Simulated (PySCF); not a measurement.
**Mn (manganese, neutral) across methods**

[Ar] 3d4 4s2 4p1, one real determinant (an excited configuration). Computed with PySCF 2.14 in def2-QZVPPD (11s6p5d4f2g, 100 functions), with no relativity, point nucleus.

```
method  E (hartree)  mean ε 4s α (eV)  mean ε 4s β (eV)  mean ε 4p α (eV)  Σ⟨r²⟩ (bohr²)   ⟨S²⟩
 TPSSh    -1150.684            -7.957            -6.325            -3.515          48.46  8.761
   UHF  -1149.57337           -10.631            -8.092            -5.523          50.43  8.825
 M06-L    -1150.622            -7.504            -6.177            -2.977          47.86  8.761
   PBE    -1150.418            -7.479            -6.129            -3.091          48.80  8.757
  PBE0    -1150.462            -8.428            -6.857            -3.856          48.69  8.760
r2SCAN    -1150.641            -7.742            -6.163            -3.329          48.62  8.769
   LDA    -1148.289            -7.655            -6.325            -3.085          48.48  8.756
  TPSS    -1150.693            -7.583            -6.030            -3.215          48.46  8.760
  BP86    -1150.819            -7.605            -6.310            -3.160          48.55  8.757
```

⟨L²⟩ = 8.03 against 12 for a pure F term, so this real determinant mixes terms.
